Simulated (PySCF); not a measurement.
## Spin-rotation constants: `N1=NNC([Si](C)(C)C)=C1`, C5H11N3Si

Geometry:
```
atom   x (Å)   y (Å)   z (Å)
  C1  -1.430   1.136  -1.208
 Si2  -0.599  -0.106  -0.033
  C3  -1.313   0.034   1.730
  C4  -0.785  -1.884  -0.701
  C5   1.239   0.294   0.047
  C6   1.961   1.455  -0.174
  N7   3.265   1.207   0.032
  N8   3.412  -0.017   0.365
  N9   2.214  -0.589   0.383
 H10  -0.967   1.124  -2.190
 H11  -1.361   2.149  -0.825
 H12  -2.483   0.906  -1.338
 H13  -2.385  -0.135   1.733
 H14  -0.865  -0.690   2.406
 H15  -1.135   1.021   2.147
 H16  -0.271  -2.008  -1.650
 H17  -1.831  -2.124  -0.865
 H18  -0.389  -2.624  -0.012
 H19   1.612   2.423  -0.466
 H20   2.106  -1.563   0.616
```

The calculation used GIAO KT3/pcSseg-1 magnetisability, rotational g tensor and spin-rotation constants, non-relativistic, gas phase (PySCF 2.14.0). Geometry: GFN2-xTB.

(1) Give the nuclear spin-rotation constants along the inertial axes (H = +C I·J) beside the isotropic shieldings.

Results:

(1) Rotational constants 2.3394, 0.8911, 0.8207 GHz. A star marks the isotopologue with that one atom substituted, in its own axes.
| atom | isotope | Caa (kHz) | Cbb (kHz) | Ccc (kHz) | mean (kHz) | σ (ppm) |
| --- | --- | --- | --- | --- | --- | --- |
| N7 | 14N | 0.507 | 0.244 | 0.042 | 0.264 | -83.7 |
| N8 | 14N | 0.557 | 0.225 | 0.067 | 0.283 | -107.0 |
| N9 | 14N | 0.267 | 0.177 | 0.070 | 0.171 | 24.5 |
| H10 | 1H | -0.239 | -0.096 | -0.004 | -0.113 | 31.4 |
| H11 | 1H | -0.257 | -0.023 | -0.063 | -0.114 | 31.2 |
| H12 | 1H | 0.032 | -0.101 | -0.097 | -0.055 | 31.5 |
| H13 | 1H | 0.034 | -0.110 | -0.088 | -0.055 | 31.5 |
| H14 | 1H | -0.249 | -0.022 | -0.070 | -0.114 | 31.5 |
| H15 | 1H | -0.245 | -0.046 | -0.049 | -0.113 | 31.5 |
| H16 | 1H | -0.232 | -0.102 | -0.002 | -0.112 | 31.5 |
| H17 | 1H | 0.030 | -0.102 | -0.094 | -0.055 | 31.4 |
| H18 | 1H | -0.254 | -0.010 | -0.080 | -0.114 | 31.4 |
| H19 | 1H | -0.232 | 0.104 | -0.085 | -0.071 | 24.2 |
| H20 | 1H | -0.218 | 0.115 | -0.084 | -0.062 | 21.0 |
| C1 | 13C* | 0.267 | 0.105 | 0.095 | 0.156 | 186.2 |
| Si2 | 29Si* | -1.486 | -0.518 | -0.492 | -0.832 | 375.2 |
| C5 | 13C* | 0.972 | 0.346 | 0.104 | 0.474 | 59.5 |
| C6 | 13C* | 0.759 | 0.384 | 0.156 | 0.433 | 55.5 |

For the geometry as given, no vibrational averaging.
